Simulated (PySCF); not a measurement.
Converging GeB⁺ in the basis (CCSD(T))

PySCF, UHF reference; triplet, unpaired electrons σ ↑, π ↑; De to Ge⁺ + B without counterpoise correction. Frozen cores follow the default of each basis and core potential.

```tsv
basis	relativity	functions	Re (Å)	ωe (cm⁻¹)	De (eV)	frozen orbitals
x2c-SVPall	spin-free X2C	46	2.200	445	2.09	10
jorge-DZP-DKH	spin-free X2C	58	2.178	453	1.92	10
def2-TZVPPD	no relativity	91	2.197	451	2.27	10
```

Question: How does each smaller set differ from the one with most functions, def2-TZVPPD?

Answer: x2c-SVPall: +0.3 pm, -1.3 % in ωe, -0.18 eV in De; jorge-DZP-DKH: -1.9 pm, +0.4 % in ωe, -0.35 eV in De. All at CCSD(T); the set with most functions is neither the basis-set limit nor always the best. The rows treat relativity differently, so the differences are not basis effects alone.

Correlated steps freeze 10 core orbitals. Correlated levels converge slowly with the basis: in double zeta they bind strong bonds too weakly, by up to about 1 eV, and carry superposition errors of some tenths. Spin–orbit coupling is left out. For an ion De counts to the pair picked by the measured ionisation energies or electron affinities, which need not be the lowest pair at this level. The state was picked by a PBE0 search and need not be the measured ground state.
